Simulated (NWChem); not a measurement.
C3H6OSi; SMILES C=C1OC[SiH2]1

```xyz
11

C      0.4862    -2.0887     0.0000
C      0.1201    -0.8062     0.0000
O     -1.2117    -0.3819     0.0000
C     -1.1115     1.0775     0.0000
Si     0.8021     0.9498     0.0000
H      1.5366    -2.3575     0.0000
H     -0.2469    -2.8914     0.0000
H     -1.5993     1.4847     0.8919
H     -1.5993     1.4847    -0.8919
H      1.5261     1.4271     1.2094
H      1.5261     1.4271    -1.2094
```
Atoms are numbered in this order, from 1.

All runs: NWChem. Pople sets run with spherical d functions. Structure relaxed at the B3LYP/6-31G* (spherical d) level. B3LYP is NWChem's, with the RPA form of VWN correlation. GIAO values for the isolated, static molecule; σ is the absolute isotropic shielding, δ = σ(reference) − σ with the isolated reference molecule computed at the same levels (13C: tetramethylsilane, 1H: tetramethylsilane, 29Si: tetramethylsilane).

```
level                δ C1 (ppm)  δ C2 (ppm)  δ C4 (ppm)  δ Si5 (ppm)  δ H6 (ppm)  δ H7 (ppm)  δ H10 (ppm)
-------------------  ----------  ----------  ----------  -----------  ----------  ----------  -----------
B3LYP/6-31G*               94.4       155.7        57.5         -0.7        3.98        4.63         5.50
Hartree-Fock/6-31G*       102.9       162.2        54.4         -5.2        4.27        5.06         5.27
B3LYP/6-311G**       (withheld)  (withheld)  (withheld)   (withheld)  (withheld)  (withheld)         5.52
```

Problem. Some entries are withheld; supply them.

Solution. 
- B3LYP/6-311G**, δ C1 (ppm): 101.0
- B3LYP/6-311G**, δ C2 (ppm): 173.8
- B3LYP/6-311G**, δ C4 (ppm): 63.1
- B3LYP/6-311G**, δ Si5 (ppm): -26.1
- B3LYP/6-311G**, δ H6 (ppm): 4.19
- B3LYP/6-311G**, δ H7 (ppm): 5.02
